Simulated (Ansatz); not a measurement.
A nudged elastic band was laid between two geometries of BClH3N + H2S (9 atoms, charge 0, multiplicity 1).

Theory: RKS PBE0/cc-pVDZ (Ansatz 0.2.0).

- movable images: 5
- climbing image: yes
- spring: 5.0 eV/Å²
- optimiser: quadratic models (default)
- start path: through a guess of the saddle point
- force threshold: 0.05 eV/Å
- iteration limit: 60
- end points: relaxed

Image 0:

```xyz
9
Properties=species:S:1:pos:R:3
B 0.146 -0.313 -0.209
Cl 0.087 -0.891 1.481
N 1.310 -0.479 -0.937
H 2.146 -0.906 -0.557
H 1.396 -0.161 -1.893
H -0.834 0.198 -0.678
S -0.164 3.147 1.755
H 1.080 3.036 2.278
H -0.443 1.846 2.014
```

Image 6:

```xyz
9
Properties=species:S:1:pos:R:3
B 0.131 0.708 -0.495
Cl -0.355 -0.347 3.381
N 1.339 0.125 -0.849
H 1.387 -0.649 -1.498
H 2.237 0.397 -0.472
H -0.906 0.321 -0.969
S -0.030 2.096 0.693
H 1.279 2.248 1.014
H -0.359 0.576 2.450
```

What changes between the two ends?

Bonds broken: B1–Cl2, S7–H9. Bonds formed: B1–S7, Cl2–H9. BClH3N + H2S becomes BH4NS + ClH.

Give the energies along the band, and the barrier.

The forces met the threshold. The highest image is number 4 of 0 to 6, 26.9 kcal/mol above the first end and 24.0 kcal/mol above the last; the last end lies 2.8 kcal/mol above the first. The order of the point at the top wasn't checked. The orbitals stay closed-shell, which can raise the energy where a bond breaks towards radicals; this wasn't checked here.

```json
{"image": "0", "path coordinate (Å)": "0.00", "energy (kcal/mol)": "0.0", "B1–Cl2 (Å)": "1.79", "S7–H9 (Å)": "1.36", "B1–S7 (Å)": "3.99"}
{"image": "1", "path coordinate (Å)": "2.39", "energy (kcal/mol)": "0.1", "B1–Cl2 (Å)": "1.79", "S7–H9 (Å)": "1.35", "B1–S7 (Å)": "3.97"}
{"image": "2", "path coordinate (Å)": "4.78", "energy (kcal/mol)": "0.1", "B1–Cl2 (Å)": "1.79", "S7–H9 (Å)": "1.35", "B1–S7 (Å)": "3.97"}
{"image": "3", "path coordinate (Å)": "7.17", "energy (kcal/mol)": "0.0", "B1–Cl2 (Å)": "1.79", "S7–H9 (Å)": "1.36", "B1–S7 (Å)": "3.88"}
{"image": "4", "path coordinate (Å)": "9.56", "energy (kcal/mol)": "26.9", "B1–Cl2 (Å)": "2.21", "S7–H9 (Å)": "1.51", "B1–S7 (Å)": "2.00"}
{"image": "5", "path coordinate (Å)": "10.61", "energy (kcal/mol)": "4.6", "B1–Cl2 (Å)": "3.24", "S7–H9 (Å)": "2.19", "B1–S7 (Å)": "1.84"}
{"image": "6", "path coordinate (Å)": "11.66", "energy (kcal/mol)": "2.8", "B1–Cl2 (Å)": "4.05", "S7–H9 (Å)": "2.35", "B1–S7 (Å)": "1.83"}
```

What is the geometry of the highest image?


```xyz
9
Properties=species:S:1:pos:R:3:forces:R:3
B 0.080 0.359 0.028 0.00 0.00 0.00
Cl 0.041 -0.503 2.061 0.00 0.00 0.00
N 1.280 0.141 -0.696 0.00 0.00 0.00
H 1.339 -0.729 -1.214 0.00 0.00 0.00
H 2.176 0.369 -0.282 0.00 0.00 0.00
H -0.985 0.002 -0.399 0.00 0.00 0.00
S -0.148 2.194 0.793 0.00 0.00 0.00
H 1.160 2.453 1.045 0.00 0.00 0.00
H -0.219 1.191 1.917 0.00 0.00 0.00
```

The band took 60 iterations and about 19 core-minutes.

The run took 9.5 min on 2 threads of Arm Neoverse V2 (shared host), peak memory 0.18 GiB.
